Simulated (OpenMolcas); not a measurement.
## C2H6Te (dimethyl telluride): a line through the functionals

C2H6Te has 9 atoms, charge 0, and is taken as a singlet. SMILES: `C[Te]C`. The coordinates come from a PBE0-D4/def2-TZVP relaxation.

The vertical energy of the triplet above the singlet y, in eV, basis def2-SVP with a core potential; a is the functional's share of exact exchange. Programs: OpenMolcas 26.06.

| functional | program | a | y (eV) |
| --- | --- | --- | --- |
| BLYP | OpenMolcas | 0 | 3.48 |
| TPSS | OpenMolcas | 0 | 3.50 |
| B3LYP | OpenMolcas | 0.2 | 3.56 |
| PBE0 | OpenMolcas | 0.25 | ? |
| BHLYP | OpenMolcas | 0.5 | 3.61 |

Question: Fit y = c + s·a to the known rows and predict PBE0.

Answer: 
1. Means of the 4 rows: a = 0.1750, y = 3.538.
2. Σ(Δa)² = 0.1675, Σ(Δa·Δy) = 0.04075, so the slope is 0.04075/0.1675 = 0.24328.
3. Intercept: 3.538 − (0.24328) × 0.1750 = 3.495. The largest residual of the fit is 0.016.
4. PBE0: 3.495 + (0.24328) × 0.25 = 3.56 eV.

The run gave 3.49 eV, so the prediction is off by +0.07 eV, more than the largest residual. The rows mix families of semi-local functionals, which the line can't see. Spin-orbit coupling is left out.
